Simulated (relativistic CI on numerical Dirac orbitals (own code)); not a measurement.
Radial parameters of Al VII

These numbers are calculated, not measured: Dirac-Coulomb-Breit CI, orbitals from a KLI potential per configuration, QED by a radiative potential, unscaled Slater integrals (own radial code, finite nucleus).

Slater integrals F^k, G^k are unscaled and averaged over j, outside the closed core 1s2; ζ comes from projecting the Hamiltonian with its Breit term on Σ l·s of the shell.

- 2s2.2p3: F^2(2p,2p) = 183210, ζ(2p) = 2760.4 cm⁻¹; <r>(2p) = 0.5137, <r^2>(2p) = 0.3239 (bohr units).
- 2s.2p4: F^2(2p,2p) = 182010, G^1(2s,2p) = 215630, ζ(2p) = 2707.8 cm⁻¹; <r>(2s) = 0.5686, <r^2>(2s) = 0.3811, <r>(2p) = 0.5169, <r^2>(2p) = 0.328 (bohr units).
- 2p5: ζ(2p) = 2661.8 cm⁻¹; <r>(2p) = 0.5215, <r^2>(2p) = 0.3343 (bohr units).

Averages of the first 10 configurations, taken without configuration mixing, which lowers the lowest level and can move excited configurations by several eV; other configurations of the list can lie among them:

| Configuration | Parity | States | Average energy above the lowest level (eV) |
| --- | --- | --- | --- |
| 2s2.2p3 | odd | 20 | 8.7 |
| 2s.2p4 | even | 30 | 47.1 |
| 2p5 | odd | 6 | 93.4 |
| 2s2.2p2.3s | even | 30 | 147.2 |
| 2s2.2p2.3p | odd | 90 | 157.1 |
| 2p4.3s | even | 30 | 223.1 |
| 2s2.2p2.3d | even | 150 | 168.0 |
| 2p4.3p | odd | 90 | 231.9 |
| 2p4.3d | even | 150 | 242.6 |
| 2s.2p3.3s | odd | 80 | 181.0 |
